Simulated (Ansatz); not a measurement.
Calculated with Ansatz (gas phase, PBE0-D4/def2-TZVP geometries, no zero-point term in ΔE). CCSD(T)/CBS adds triple-zeta CCSD(T) − MP2 to the extrapolated MP2 energy (def2 sets, frozen cores). This one scheme is used for every species. DFT in def2-TZVPP. def2 core potentials past Kr. For Sn outer-core shells are correlated without core-valence functions, which leaves a few kJ/mol of doubt a bond.

Reaction (hydrogenolysis of the Sn–C bond): `[CH3][SnH]([CH3])[CH3]` + H₂ → `[CH3][SnH2][CH3]` + CH₄

(1) Is it downhill or uphill in electronic energy at CCSD(T)/CBS, and by how much? (Estimate.)

(2) What do these levels give: B2PLYP, revPBE, MP2/def2-TZVPP, CCSD/def2-TZVPP, MP2/CBS(def2), CCSD/CBS(def2)? (Estimate.)

Largest T1 diagnostic among the species: 0.011.

Results:

(1) The calculation gave: Downhill: ΔE = -36.4 kJ/mol.

(2) Computed: B2PLYP -47.9, revPBE -48.6, MP2/def2-TZVPP -34.0, CCSD/def2-TZVPP -46.3, MP2/CBS(def2) -28.9, CCSD/CBS(def2) -41.2 kJ/mol.

In def2-TZVPP, CCSD(T) changes the Hartree–Fock value by +26.1 kJ/mol (the triples alone add +4.7 kJ/mol) and MP2 by +33.7 kJ/mol. Leaving LDA and LC-ωPBE aside and taking each functional with its dispersion term where it has one, the values, not all of them listed here, spread over 19.7 kJ/mol, from B97M-V to revPBE-D4. At CCSD(T), def2-SVP lies −20.7 kJ/mol from the extrapolated value and def2-TZVPP −5.1 kJ/mol.
